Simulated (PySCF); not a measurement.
Identify the unknown among the candidates.

All candidates are C5H6F3P.

- Dipole: 3.76 D [PBE0/def2-SVPD]
- Rotational structure: rotational constants A, B, C: 3.466, 0.539, 0.512 GHz [GFN2-xTB]
- UV, strongest line: among the 8 lowest singlet transitions: S5 at 6.84 eV (181 nm, f = 0.153) [TDDFT PBE0/def2-SVPD]
- 1H NMR: chemical shifts (computed TMS as zero) by class: 4.65 (1 H), 2.75 (2 H), 2.14 (3 H) ppm [GIAO PBE0/pcSseg-1]
- NMR, other nuclei: isotropic shieldings of nuclei other than C and H, by class: 249 (3 F), 464 (1 P) ppm [GIAO PBE0/pcSseg-1]
- 13C NMR: chemical shifts (computed TMS as zero) by class: 134.8 (1 C), 111.7 (1 C), 76.6 (1 C), 35.7 (1 C), 6.1 (1 C) ppm [GIAO PBE0/pcSseg-1]

Gas-phase values; electronic properties from PySCF, density fitting. Levels stand in brackets. Geometry: GFN2-xTB, one conformer, isolated molecule. NMR classes are plain means over equivalent atoms (diastereotopic ones count apart unless rotation or inversion swaps them), as if these changed places fast.

Question: Which candidate is it?
A. `CC1=C(C(F)(F)F)P1C`
B. `CC#CPCC(F)(F)F`
C. `C=C(C)PC(F)=C(F)F`

Answer: B. It is `CC#CPCC(F)(F)F`. Numbering: `[CH3:1][C:2]#[C:3][PH:4][CH2:5][C:6]([F:7])([F:8])[F:9]`. 5 carbons fall into 5 classes; from least to most shielded: CF3 carbon [C6] (134.8 ppm), alkyne carbon [C2] (111.7 ppm), alkyne carbon [C3] (76.6 ppm), sp3 carbon bound to phosphorus [C5] (35.7 ppm), propargylic carbon [C1] (6.1 ppm). Hydrogen classes from least to most shielded: 1 H on a phosphine phosphorus, P4 (4.65 ppm), 2 H on an sp3 carbon bound to phosphorus, C5 (2.75 ppm, a mean of values up to 0.7 ppm apart in this geometry), 3 H on a propargylic carbon, C1 (2.14 ppm). The other shieldings belong to: 249 ppm, fluorine of a CF3 group [F7/F8/F9]; 464 ppm, phosphine phosphorus [P4]. The optimised geometry has point group C1 and is an asymmetric top.

The others, at the same levels:
- `CC1=C(C(F)(F)F)P1C` fails: its computed 13C shifts are 156.4 (1 C), 134.7 (1 C), 127.2 (1 C), 26.0 (1 C), 16.5 (1 C) ppm, 1H shifts are 2.74 (3 H), 0.89 (3 H) ppm and rotational constant A is 1.881 GHz (against 3.466 GHz).
- `C=C(C)PC(F)=C(F)F` fails: its computed 13C shifts are 168.2 (1 C), 153.2 (1 C), 142.3 (1 C), 130.5 (1 C), 27.2 (1 C) ppm, 1H shifts are 5.85 (1 H), 5.79 (1 H), 4.79 (1 H), 2.24 (3 H) ppm and rotational constant A is 2.160 GHz (against 3.466 GHz).

Each candidate is one conformer, not necessarily the lowest. Dipoles, sizes and rotational constants follow the conformer. The torsions of the flexible species, by atom-mapped SMILES:
- `[CH3:1][C:2]#[C:3][PH:4][CH2:5][C:6]([F:7])([F:8])[F:9]`: C3–P4–C5–C6 -169°, P4–C5–C6–F7 -60°
- `[CH3:1][C:2]1=[C:3]([C:4]([F:5])([F:6])[F:7])[P:8]1[CH3:9]`: C2–C3–C4–F5 113°
- `[CH2:1]=[C:2]([CH3:3])[PH:4][C:5]([F:6])=[C:7]([F:8])[F:9]`: C1–C2–P4–C5 100°, C2–P4–C5–F6 75°
